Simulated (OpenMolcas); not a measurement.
**GeSiH4F2 (SMILES F[SiH](F)[GeH3]): the energy, rung by rung**

GeSiH4F2: 8 atoms, total charge 0, spin state singlet. SMILES: `F[SiH](F)[GeH3]`. The shape is that of a PBE0-D4/def2-TZVP optimisation.

```tsv
atom	x (Å)	y (Å)	z (Å)
F	1.3018	-1.4186	1.1974
Si	1.1399	-0.1266	0.2809
F	1.9831	-0.3864	-1.0447
Ge	-1.1515	0.1644	-0.2813
H	1.7765	1.0042	0.9949
H	-1.9700	0.3896	0.9988
H	-1.6823	-1.0766	-1.0112
H	-1.3055	1.3929	-1.1904
```

Quantity: the energy change with the Si2–F3 bond stretched from 1.592 to 1.831 Å, in eV. The values are calculated.

```json
{"level": "HF/def2-SVP (unrestricted)", "kind": "Hartree–Fock", "program": "OpenMolcas", "value (eV)": "0.66", "less CCSD(T)/def2-SVP": "+0.15", "CPU time (all runs)": "17 s"}
{"level": "SVWN5/def2-SVP (restricted)", "kind": "LDA", "program": "OpenMolcas", "value (eV)": "0.55", "less CCSD(T)/def2-SVP": "+0.04", "CPU time (all runs)": "44 s"}
{"level": "PBE/def2-SVP (restricted)", "kind": "GGA", "program": "OpenMolcas", "value (eV)": "0.40", "less CCSD(T)/def2-SVP": "-0.11", "CPU time (all runs)": "60 s"}
{"level": "revPBE/def2-SVP (restricted)", "kind": "GGA", "program": "OpenMolcas", "value (eV)": "0.36", "less CCSD(T)/def2-SVP": "-0.15", "CPU time (all runs)": "61 s"}
{"level": "BHLYP/def2-SVP (restricted)", "kind": "global hybrid", "program": "OpenMolcas", "value (eV)": "0.62", "less CCSD(T)/def2-SVP": "+0.11", "CPU time (all runs)": "51 s"}
{"level": "M06-2X/def2-SVP (restricted)", "kind": "hybrid meta-GGA", "program": "OpenMolcas", "value (eV)": "0.58", "less CCSD(T)/def2-SVP": "+0.07", "CPU time (all runs)": "65 s"}
{"level": "MP2/def2-SVP (restricted)", "kind": "perturbation theory", "program": "OpenMolcas", "value (eV)": "0.51", "less CCSD(T)/def2-SVP": "0.00", "CPU time (all runs)": "19 s"}
{"level": "CCSD(T)/def2-SVP (Cholesky decomposition) (restricted)", "kind": "coupled cluster or CI", "program": "OpenMolcas", "value (eV)": "0.51", "less CCSD(T)/def2-SVP": "0.00", "CPU time (all runs)": "8.7 min"}
```

Differences are taken from CCSD(T)/def2-SVP (Cholesky decomposition) (restricted) for orientation; it has basis-set and higher-order errors of its own. All-electron rows without a relativistic Hamiltonian named are non-relativistic. The first shape isn't each level's own minimum. The values span 0.36 to 0.66 eV. In the correlated wave-function rows the outer d shell of Ge is correlated, in sets not made for it. Times are those of the runs behind each value, whatever else they computed, on shared processors of several kinds: orders of magnitude only.
